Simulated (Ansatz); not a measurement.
A short molecular-dynamics run on CH₅AlBF.

```yaml
crystal:
  periodic: [false, false, false]
  atoms:
    - {symbol: B, position_ang: [0.041026, 1.309872, -0.591371]}
    - {symbol: C, position_ang: [0.599694, -0.038180, -0.646504]}
    - {symbol: F, position_ang: [1.345954, -0.530791, 0.595267]}
    - {symbol: Al, position_ang: [-0.487501, -0.989921, 0.784356]}
    - {symbol: H, position_ang: [-0.600652, 1.631326, -1.549263]}
    - {symbol: H, position_ang: [0.120216, 1.999793, 0.378549]}
    - {symbol: H, position_ang: [0.901200, -0.712359, -1.436268]}
    - {symbol: H, position_ang: [-0.671399, -2.527592, 0.489117]}
    - {symbol: H, position_ang: [-1.160037, -0.188349, 1.959016]}
basis:
  gaussian: {orbitals: "6-31G*"}
hamiltonian: {xc: {name: BLYP}}
md: {timestep: 1 fs, n_steps: 20, ensemble: nvt_nose_hoover, temperature: 500, initial_velocities: maxwell_boltzmann, seed: 996}
```

```sh
$ ansatz run in.yaml --threads 2 --pin off --events-out ev --progress --plain --max-ram 4352MiB
```

```csv
step,time (fs),potential energy (eV),kinetic (eV),T (K),conserved (eV)
0,0.0,-11105.6535,0.4524,500,-11105.2011
1,1.0,-11105.6324,0.4318,477,-11105.2006
2,2.0,-11105.5809,0.3817,422,-11105.1993
3,3.0,-11105.5197,0.3217,356,-11105.1980
4,4.0,-11105.4684,0.2709,299,-11105.1976
5,5.0,-11105.4334,0.2355,260,-11105.1981
6,6.0,-11105.4085,0.2100,232,-11105.1986
7,7.0,-11105.3846,0.1861,206,-11105.1987
8,8.0,-11105.3611,0.1634,181,-11105.1980
9,9.0,-11105.3481,0.1512,167,-11105.1973
10,10.0,-11105.3562,0.1593,176,-11105.1974
11,11.0,-11105.3838,0.1862,206,-11105.1982
12,12.0,-11105.4182,0.2202,243,-11105.1990
13,13.0,-11105.4486,0.2507,277,-11105.1991
14,14.0,-11105.4728,0.2754,304,-11105.1989
15,15.0,-11105.4930,0.2959,327,-11105.1990
16,16.0,-11105.5074,0.3100,343,-11105.1996
17,17.0,-11105.5062,0.3087,341,-11105.2002
18,18.0,-11105.4809,0.2841,314,-11105.1999
19,19.0,-11105.4363,0.2413,267,-11105.1986
20,20.0,-11105.3922,0.1988,220,-11105.1974
```

Velocities are drawn at the set temperature; a run this short doesn't reach equilibrium.

Frames (Å, forces in eV/Å):

```xyz
9
time=0.0 fs
B     0.041    1.310   -0.591   -0.063    0.306   -0.038
C     0.600   -0.038   -0.647   -0.182    0.192   -0.626
F     1.346   -0.531    0.595    0.624   -0.241    0.664
Al   -0.488   -0.990    0.784   -0.286   -0.152    0.195
H    -0.601    1.631   -1.549   -0.093    0.079   -0.112
H     0.120    2.000    0.379   -0.004    0.125    0.088
H     0.901   -0.712   -1.436    0.107   -0.194   -0.269
H    -0.671   -2.528    0.489   -0.026   -0.176   -0.031
H    -1.160   -0.188    1.959   -0.077    0.061    0.130
9
time=1.0 fs
B     0.041    1.313   -0.586    0.085   -0.004    0.200
C     0.596   -0.047   -0.649    0.040    0.313   -0.710
F     1.348   -0.530    0.594    0.607   -0.261    0.820
Al   -0.487   -0.986    0.783   -0.194   -0.113    0.129
H    -0.599    1.606   -1.540   -0.244    0.229   -0.339
H     0.089    2.012    0.394    0.046   -0.076   -0.136
H     0.937   -0.740   -1.420   -0.139    0.137   -0.163
H    -0.686   -2.502    0.480   -0.043   -0.442   -0.088
H    -1.156   -0.221    1.964   -0.157    0.218    0.285
9
time=2.0 fs
B     0.040    1.316   -0.581    0.160   -0.270    0.331
C     0.593   -0.056   -0.652    0.283    0.399   -0.786
F     1.351   -0.529    0.594    0.579   -0.281    0.960
Al   -0.487   -0.982    0.781   -0.119   -0.088    0.090
H    -0.600    1.582   -1.535   -0.337    0.340   -0.476
H     0.059    2.023    0.408    0.105   -0.254   -0.331
H     0.971   -0.766   -1.406   -0.398    0.468   -0.055
H    -0.700   -2.480    0.471   -0.060   -0.655   -0.137
H    -1.154   -0.252    1.971   -0.213    0.340    0.403
9
time=3.0 fs
B     0.040    1.318   -0.575    0.132   -0.504    0.273
C     0.590   -0.065   -0.655    0.491    0.531   -0.781
F     1.354   -0.528    0.594    0.540   -0.301    1.076
Al   -0.487   -0.978    0.780   -0.083   -0.103    0.093
H    -0.604    1.561   -1.533   -0.336    0.399   -0.473
H     0.029    2.031    0.418    0.170   -0.378   -0.459
H     1.001   -0.788   -1.392   -0.615    0.715   -0.018
H    -0.716   -2.465    0.460   -0.067   -0.772   -0.168
H    -1.154   -0.280    1.982   -0.233    0.413    0.456
9
time=4.0 fs
B     0.040    1.320   -0.570    0.010   -0.724    0.013
C     0.588   -0.073   -0.660    0.619    0.758   -0.661
F     1.358   -0.528    0.594    0.493   -0.324    1.160
Al   -0.488   -0.974    0.778   -0.099   -0.178    0.146
H    -0.611    1.545   -1.537   -0.240    0.412   -0.332
H     0.001    2.036    0.425    0.234   -0.435   -0.499
H     1.026   -0.803   -1.379   -0.751    0.828   -0.082
H    -0.731   -2.457    0.447   -0.059   -0.767   -0.172
H    -1.156   -0.304    1.998   -0.207    0.431    0.428
9
time=5.0 fs
B     0.040    1.322   -0.564   -0.166   -0.947   -0.400
C     0.585   -0.081   -0.664    0.644    1.093   -0.425
F     1.361   -0.527    0.595    0.435   -0.350    1.206
Al   -0.488   -0.970    0.777   -0.166   -0.315    0.243
H    -0.621    1.532   -1.543   -0.083    0.394   -0.104
H    -0.024    2.037    0.426    0.289   -0.422   -0.446
H     1.043   -0.810   -1.366   -0.780    0.788   -0.247
H    -0.748   -2.457    0.433   -0.034   -0.644   -0.147
H    -1.160   -0.323    2.018   -0.140    0.403    0.320
9
time=6.0 fs
B     0.039    1.323   -0.558   -0.343   -1.177   -0.882
C     0.584   -0.087   -0.669    0.564    1.518   -0.089
F     1.365   -0.527    0.597    0.368   -0.376    1.209
Al   -0.488   -0.966    0.775   -0.268   -0.499    0.367
H    -0.631    1.523   -1.551    0.088    0.361    0.140
H    -0.047    2.034    0.423    0.330   -0.345   -0.309
H     1.053   -0.810   -1.355   -0.702    0.608   -0.491
H    -0.765   -2.462    0.418    0.008   -0.434   -0.098
H    -1.165   -0.339    2.041   -0.045    0.344    0.153
9
time=7.0 fs
B     0.039    1.322   -0.553   -0.482   -1.402   -1.349
C     0.583   -0.093   -0.675    0.411    1.976    0.300
F     1.369   -0.527    0.599    0.290   -0.401    1.162
Al   -0.488   -0.962    0.774   -0.384   -0.702    0.496
H    -0.640    1.518   -1.557    0.231    0.324    0.339
H    -0.067    2.027    0.418    0.354   -0.221   -0.111
H     1.056   -0.803   -1.350   -0.540    0.336   -0.763
H    -0.781   -2.472    0.401    0.060   -0.182   -0.034
H    -1.171   -0.351    2.065    0.060    0.272   -0.041
9
time=8.0 fs
B     0.038    1.321   -0.550   -0.563   -1.586   -1.722
C     0.582   -0.097   -0.679    0.249    2.363    0.660
F     1.373   -0.528    0.602    0.201   -0.422    1.063
Al   -0.488   -0.959    0.773   -0.490   -0.897    0.613
H    -0.648    1.516   -1.560    0.323    0.288    0.457
H    -0.083    2.018    0.411    0.364   -0.079    0.108
H     1.054   -0.794   -1.351   -0.355    0.062   -0.982
H    -0.798   -2.483    0.384    0.112    0.070    0.034
H    -1.176   -0.361    2.089    0.159    0.202   -0.231
9
time=9.0 fs
B     0.036    1.318   -0.548   -0.586   -1.684   -1.930
C     0.581   -0.099   -0.684    0.166    2.555    0.881
F     1.377   -0.528    0.605    0.102   -0.437    0.915
Al   -0.489   -0.956    0.772   -0.571   -1.064    0.704
H    -0.652    1.516   -1.558    0.350    0.259    0.478
H    -0.096    2.009    0.405    0.366    0.042    0.295
H     1.048   -0.784   -1.362   -0.229   -0.103   -1.046
H    -0.813   -2.494    0.368    0.160    0.289    0.098
H    -1.179   -0.369    2.111    0.241    0.143   -0.395
9
time=10.0 fs
B     0.034    1.313   -0.548   -0.560   -1.654   -1.918
C     0.581   -0.099   -0.687    0.217    2.476    0.883
F     1.382   -0.529    0.609   -0.006   -0.442    0.729
Al   -0.490   -0.953    0.771   -0.615   -1.189    0.762
H    -0.653    1.519   -1.552    0.310    0.236    0.400
H    -0.105    2.000    0.402    0.369    0.106    0.398
H     1.040   -0.775   -1.383   -0.211   -0.090   -0.887
H    -0.826   -2.502    0.352    0.199    0.457    0.150
H    -1.181   -0.375    2.129    0.298    0.100   -0.517
9
time=11.0 fs
B     0.032    1.307   -0.549   -0.497   -1.478   -1.668
C     0.580   -0.097   -0.690    0.381    2.151    0.676
F     1.386   -0.529    0.613   -0.118   -0.438    0.518
Al   -0.491   -0.951    0.771   -0.619   -1.266    0.782
H    -0.650    1.524   -1.543    0.208    0.224    0.233
H    -0.111    1.992    0.403    0.380    0.093    0.388
H     1.031   -0.766   -1.412   -0.286    0.072   -0.528
H    -0.838   -2.506    0.338    0.224    0.565    0.187
H    -1.179   -0.381    2.142    0.327    0.076   -0.589
9
time=12.0 fs
B     0.029    1.300   -0.552   -0.409   -1.170   -1.216
C     0.580   -0.093   -0.693    0.586    1.690    0.351
F     1.390   -0.531    0.618   -0.232   -0.425    0.295
Al   -0.492   -0.949    0.771   -0.580   -1.292    0.763
H    -0.646    1.532   -1.530    0.058    0.222    0.001
H    -0.113    1.985    0.408    0.396    0.011    0.275
H     1.018   -0.757   -1.447   -0.382    0.282   -0.072
H    -0.847   -2.504    0.325    0.236    0.611    0.207
H    -1.175   -0.386    2.149    0.327    0.071   -0.606
9
time=13.0 fs
B     0.026    1.291   -0.556   -0.316   -0.771   -0.652
C     0.581   -0.088   -0.695    0.756    1.207    0.026
F     1.394   -0.532    0.623   -0.344   -0.404    0.073
Al   -0.493   -0.948    0.771   -0.497   -1.267    0.704
H    -0.642    1.541   -1.518   -0.111    0.227   -0.250
H    -0.111    1.978    0.415    0.410   -0.106    0.101
H     1.002   -0.746   -1.482   -0.430    0.436    0.358
H    -0.854   -2.497    0.315    0.233    0.593    0.209
H    -1.167   -0.390    2.151    0.299    0.085   -0.568
9
time=14.0 fs
B     0.022    1.282   -0.561   -0.247   -0.320   -0.099
C     0.582   -0.082   -0.697    0.847    0.781   -0.210
F     1.398   -0.533    0.627   -0.453   -0.379   -0.141
Al   -0.495   -0.947    0.772   -0.371   -1.189    0.607
H    -0.638    1.553   -1.509   -0.255    0.224   -0.458
H    -0.106    1.970    0.423    0.410   -0.220   -0.083
H     0.982   -0.730   -1.514   -0.392    0.472    0.668
H    -0.859   -2.484    0.307    0.215    0.513    0.191
H    -1.156   -0.393    2.147    0.245    0.118   -0.476
9
time=15.0 fs
B     0.018    1.273   -0.566   -0.239    0.153    0.331
C     0.584   -0.075   -0.699    0.850    0.450   -0.305
F     1.402   -0.535    0.632   -0.555   -0.351   -0.342
Al   -0.497   -0.947    0.772   -0.204   -1.061    0.476
H    -0.637    1.567   -1.503   -0.329    0.196   -0.557
H    -0.096    1.960    0.430    0.391   -0.297   -0.230
H     0.958   -0.709   -1.539   -0.263    0.370    0.807
H    -0.862   -2.466    0.300    0.182    0.372    0.152
H    -1.143   -0.395    2.138    0.167    0.168   -0.333
9
time=16.0 fs
B     0.014    1.264   -0.570   -0.310    0.627    0.569
C     0.586   -0.068   -0.702    0.774    0.230   -0.240
F     1.405   -0.537    0.636   -0.648   -0.323   -0.525
Al   -0.499   -0.946    0.773   -0.004   -0.887    0.321
H    -0.639    1.582   -1.503   -0.308    0.127   -0.514
H    -0.083    1.947    0.436    0.350   -0.318   -0.314
H     0.931   -0.685   -1.557   -0.058    0.135    0.756
H    -0.864   -2.444    0.295    0.134    0.177    0.095
H    -1.128   -0.396    2.127    0.070    0.233   -0.149
9
time=17.0 fs
B     0.010    1.255   -0.574   -0.445    1.077    0.613
C     0.589   -0.060   -0.705    0.644    0.109   -0.026
F     1.408   -0.539    0.641   -0.733   -0.296   -0.689
Al   -0.500   -0.947    0.774    0.216   -0.674    0.157
H    -0.644    1.599   -1.508   -0.205    0.016   -0.347
H    -0.067    1.931    0.438    0.291   -0.275   -0.319
H     0.904   -0.660   -1.568    0.192   -0.202    0.532
H    -0.864   -2.420    0.291    0.074   -0.060    0.023
H    -1.113   -0.394    2.114   -0.034    0.305    0.057
9
time=18.0 fs
B     0.005    1.247   -0.577   -0.604    1.467    0.508
C     0.593   -0.053   -0.707    0.502    0.044    0.268
F     1.411   -0.541    0.644   -0.807   -0.267   -0.831
Al   -0.502   -0.947    0.775    0.435   -0.439    0.007
H    -0.650    1.616   -1.516   -0.060   -0.119   -0.113
H    -0.047    1.912    0.437    0.218   -0.170   -0.246
H     0.879   -0.637   -1.573    0.443   -0.575    0.208
H    -0.863   -2.397    0.287    0.007   -0.313   -0.057
H    -1.098   -0.390    2.101   -0.134    0.372    0.256
9
time=19.0 fs
B     0.000    1.241   -0.580   -0.738    1.765    0.324
C     0.597   -0.046   -0.710    0.395   -0.046    0.511
F     1.414   -0.544    0.648   -0.872   -0.237   -0.949
Al   -0.504   -0.948    0.776    0.627   -0.206   -0.106
H    -0.658    1.632   -1.526    0.082   -0.251    0.123
H    -0.026    1.892    0.434    0.138   -0.016   -0.108
H     0.858   -0.619   -1.577    0.639   -0.885   -0.078
H    -0.862   -2.378    0.282   -0.057   -0.546   -0.131
H    -1.084   -0.382    2.091   -0.213    0.421    0.414
9
time=20.0 fs
B    -0.006    1.236   -0.583   -0.813    1.951    0.128
C     0.601   -0.038   -0.712    0.362   -0.242    0.557
F     1.415   -0.546    0.651   -0.928   -0.203   -1.040
Al   -0.505   -0.948    0.777    0.766   -0.005   -0.164
H    -0.664    1.646   -1.534    0.185   -0.355    0.310
H    -0.003    1.871    0.430    0.059    0.161    0.066
H     0.843   -0.609   -1.581    0.737   -1.028   -0.172
H    -0.862   -2.363    0.276   -0.107   -0.715   -0.182
H    -1.073   -0.370    2.085   -0.259    0.435    0.497
```

It took 25 s on 2 threads of an Arm Neoverse V2 on a shared host, with 0.13 GiB of host memory at the peak.
